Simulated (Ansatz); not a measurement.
A structure relaxed at r2SCAN-D4/def2-TZVP in Ansatz, charge 1, singlet:

```xyz
3

As   -0.205    0.367   -2.138
As   -0.007   -0.009   -0.001
As    0.212   -0.358    2.138
```

(1) Give its formula and point group.

(2) Summarise the bond lengths by kind (pairs closer than 1.2 times the sum of covalent radii, bridged metal pairs left out).

## Answers

(1) As₃⁺. Point group D∞h (tolerance 0.1 Å).

(2) 2 × As–As 2.18 Å.

The restricted singlet is unstable towards broken spin symmetry in Hartree–Fock (as tested in another run); at r2SCAN-D4/def2-TZVP this wasn't settled. An occupied level lies above an empty one. Another isomer (singlet) lies 2.95 eV lower at PBE0-D4/def2-TZVP; other spin states weren't run for this one.
